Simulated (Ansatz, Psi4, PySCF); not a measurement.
F2O (SMILES FOF), singlet, geometry from GFN2-xTB. Base run: PySCF with B97M-V/cc-pVDZ.

Input for PySCF:
```python
from pyscf import gto, scf, dft

mol = gto.M(
    atom='''
F     0.01888970    1.09187156   -0.24723650
O    -0.02243225   -0.00276003    0.56897714
F     0.00105008   -1.08941820   -0.25852096
''',
    basis='cc-pvdz',
    verbose=4,
)

mf = dft.RKS(mol)
mf.xc = 'b97m_v'
mf.kernel()
```

The same geometry, method and basis name were run in Ansatz (a quantum-chemistry and plane-wave program) and Psi4 and PySCF, at each program's defaults and at the settings that a row names. The base is PySCF at its defaults. Differences at the defaults can come from grids, fitting, cores and function types together.

```tsv
code and settings	ΔE vs base (µEh)	basis functions	E (Eh)	SCF cycles	dipole (D)
PySCF, defaults (exact integrals, its default grid, spherical functions)	0.0	42	-274.58145	8	0.22
Psi4, defaults (density fitting with its default set, its default grid, spherical functions)	[?]	42	[?]	7	0.22
Ansatz, defaults (factorised integrals, its default grid, spherical functions)	21.1	42	-274.58143	-	-
PySCF, density fitting with def2-universal-jkfit	[?]	42	[?]	8	0.22
PySCF, fine grid	26.2	42	-274.58142	8	0.22
Psi4, exact integrals, spherical functions, fine grid	27.5	42	-274.58142	9	0.22
Ansatz, high accuracy	24.7	42	-274.58143	-	-
```

What belongs in the gaps?


- Psi4, defaults (density fitting with its default set, its default grid, spherical functions), ΔE vs base (µEh): -309
- Psi4, defaults (density fitting with its default set, its default grid, spherical functions), E (Eh): -274.58176
- PySCF, density fitting with def2-universal-jkfit, ΔE vs base (µEh): -87.0
- PySCF, density fitting with def2-universal-jkfit, E (Eh): -274.58154
